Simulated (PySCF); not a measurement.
C2H11OPSi2.
Atom-mapped SMILES: `[CH3:1][CH2:2][O:3][SiH2:4][SiH2:5][PH2:6]` (hydrogens: H7, H8, H9 on C1; H10, H11 on C2; H12, H13 on Si4; H14, H15 on Si5; H16, H17 on P6)

A GFN2-xTB structure was refined with PySCF 2.14.0, PBE0-D3(BJ)/def2-SVP geometry optimisation, gas phase. Its GFN2-xTB values:

| coordinate | GFN2-xTB |
| --- | --- |
| C1–C2 | 1.520 Å |
| C1–H7 | 1.086 Å |
| C2–O3 | 1.400 Å |
| C2–H10 | 1.096 Å |
| O3–Si4 | 1.615 Å |
| Si4–Si5 | 2.306 Å |
| Si4–H12 | 1.476 Å |
| Si5–P6 | 2.241 Å |
| Si5–H14 | 1.472 Å |
| P6–H16 | 1.381 Å |
| C1–C2–O3 | 109.7° |
| C2–O3–Si4 | 129.5° |
| O3–Si4–Si5 | 99.3° |
| Si4–Si5–P6 | 112.0° |
| C1–C2–O3–Si4 | -165° |
| O3–Si4–Si5–P6 | -177° |

**Question.** How do these coordinates change at the PBE0-D3(BJ)/def2-SVP level?

**Answer.** 
```
   coordinate  PBE0-D3(BJ)/def2-SVP (Å or °)  change
       O3–Si4                          1.667  +0.052
       P6–H16                          1.431  +0.050
       Si5–P6                          2.275  +0.034
      Si4–Si5                          2.335  +0.029
      Si4–H12                          1.502  +0.026
      Si5–H14                          1.495  +0.023
        C1–H7                          1.100  +0.014
       C2–H10                          1.108  +0.012
        C1–C2                          1.510  -0.010
        C2–O3                          1.410  +0.010
   O3–Si4–Si5                          109.5   +10.2
    C2–O3–Si4                          123.9    -5.6
   Si4–Si5–P6                          109.3    -2.7
     C1–C2–O3                          109.4    -0.3
 C1–C2–O3–Si4                            180     -15
O3–Si4–Si5–P6                            179      -4
```

The energy falls by 6.6 kcal/mol over 14 energy and gradient evaluations, the largest force component goes from 0.0281 to 2.9e-04 Eh/bohr, and the atoms move by 0.327 Å rms after alignment. The bond that changes most is O3–Si4 (silyl ether oxygen to oxygen-bound silicon), which lengthens by 0.052 Å. Bonds longer at the end by more than 0.005 Å: 15 of 16; shorter: 1. Among the dihedrals that turn most is H10–C2–O3–Si4, from 74° to 59°. Rotational constants go from 6173, 605.8, 566.7 to 6928, 562.3, 532.5 MHz.

The run used 151 basis functions and 84 SCF cycles in all. On one thread of an x86-64 server, no GPU (shared host), this took 95 s of wall time.

No PBE0-D3(BJ)/def2-SVP frequencies stand behind this structure, so it isn't proved a minimum. One conformer, not necessarily the lowest.
